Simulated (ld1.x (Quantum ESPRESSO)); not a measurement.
## Configuration tests for germanium (PAW)

Ge, PAW, made with ld1.x (Quantum ESPRESSO) 7.5 (PBEsol, non-relativistic). Core [Ar], reference 3d10 4s1.5 4p2.5. Waves: 4s (bound): rcut 1.65, rcutus 1.80 bohr; 4s channel at 0.8 Ry: rcut 1.65, rcutus 1.80 bohr; 4p (bound): rcut 1.45, rcutus 1.70 bohr; 4p channel at 2.4 Ry: rcut 1.45, rcutus 1.70 bohr; 3d (bound): rcut 0.70, rcutus 0.75 bohr; 3d channel at -2.55 Ry: rcut 0.70, rcutus 0.75 bohr. Local part: all-electron potential smoothed inside 1.45 bohr (lloc = -1). Core correction: Bessel-smoothed model core, default radius (core density twice the valence density). Augmentation charge: BESSEL, radius 0.55 bohr.

Energies are relative to the spin-unpolarised reference configuration 3d10 4s1.5 4p2.5; without spin polarisation the order of configurations can differ from experiment. The frozen-core shift is the all-electron ΔE with the core orbitals held at their reference shape minus the fully relaxed ΔE.

Task: Give the all-electron excitation energy and the error of the potential for: 3d10 4s2 4p2; 3d10 4s2 4p1; 3d10 4s2 4p0; 3d10 4s2 4p1.5; 3d10 4s1 4p2; 3d10 4s0 4p0; 3d9 4s2 4p2.

Result:

| valence configuration | charge | ΔE all-electron (eV) | error AE − PS (meV) | frozen-core shift (meV) |
| --- | --- | --- | --- | --- |
| 3d10 4s2 4p2 | 0 | -3.769 | +0.3 | +0.1 |
| 3d10 4s2 4p1 | +1 | 3.717 | +0.5 | 0.0 |
| 3d10 4s2 4p0 | +2 | 19.177 | +0.4 | +0.3 |
| 3d10 4s2 4p1.5 | +0.5 | -0.946 | +0.3 | +0.1 |
| 3d10 4s1 4p2 | +1 | 12.025 | +0.4 | +0.2 |
| 3d10 4s0 4p0 | +4 | 98.823 | -16 | +21 |
| 3d9 4s2 4p2 | +1 | 35.839 | -186 | +300 |

Levels in the configuration 3d10 4s1 4p2:

| level | all-electron (eV) | pseudo (eV) |
| --- | --- | --- |
| 3d | -40.795 | -40.805 |
| 4s | -20.414 | -20.413 |
| 4p | -12.025 | -12.025 |
